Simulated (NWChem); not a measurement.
# Correlation energy of N-methylmethanimine (C₂H₅N)

SMILES: N(=C)C
```xyz
8

C     -1.1018     0.3452     0.0000
N      0.0354    -0.5448     0.0000
C      1.1976    -0.0473     0.0000
H     -1.7294     0.1339    -0.8824
H     -1.7294     0.1339     0.8824
H     -0.8381     1.4237     0.0000
H      1.3987     1.0455     0.0000
H      2.0757    -0.7107     0.0000
```
Charge 0, spin multiplicity 1.

The numbers come from NWChem runs, not from measurements. All single points use one geometry, from B3LYP/def2-SVP, a minimum by its harmonic frequencies.

Basis set: cc-pVDZ. Each correlation energy counts from its own Hartree-Fock reference.

The correlated methods keep 3 core orbitals frozen. Coupled-cluster values serve here as a point of comparison, not as the truth.

```json
[
 {"method": "CCSD", "correlation energy (mHa)": "-480.5"},
 {"method": "MP2", "correlation energy (mHa)": "-444.5"},
 {"method": "CCSD(T)", "correlation energy (mHa)": "…"},
 {"method": "RI-MP2", "correlation energy (mHa)": "-444.4"},
 {"method": "CCSD+T(CCSD)", "correlation energy (mHa)": "…"},
 {"method": "SCS-MP2", "correlation energy (mHa)": "-442.9"},
 {"method": "CR-CCSD[T]", "correlation energy (mHa)": "-492.9"},
 {"method": "CR-CCSD(T)", "correlation energy (mHa)": "-492.5"}
]
```

Complete the blanks.


- CCSD(T), correlation energy (mHa): -496.2
- CCSD+T(CCSD), correlation energy (mHa): -496.8
